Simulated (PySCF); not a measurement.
Input for PySCF: R-HF/STO-3G on C2H5B (SMILES BC=C), a point of a bond scan (R = 1.466 Å).

```python
from pyscf import gto, scf, dft, mp
from pyscf.data.elements import chemcore

mol = gto.M(
    atom='''
    B    -0.19234175    0.13481091    1.34229151
    H    -0.50441493    1.28521043    1.41149558
    H    -0.13703202   -0.51541306    2.34021942
    C     0.12716890   -0.46653708   -0.03328683
    C     0.06087359    0.27672265   -1.14769155
    H     0.41541955   -1.50959045   -0.14140796
    H     0.35745780   -0.25698981   -2.47998471
    H    -0.22108437    1.32324500   -1.10131893
    ''',
    basis='sto-3g',
    charge=0, spin=0, verbose=3, max_memory=1800)
mf = scf.RHF(mol)
mf.conv_tol = 1e-8
mf.max_cycle = 100
mf.kernel()
if not mf.converged:
    mf = mf.newton().run(mf.mo_coeff, mf.mo_occ)
```

The log:

```
converged SCF energy = -101.95199147083
```

The run converged.

Cost: very roughly 0.3 core-seconds.
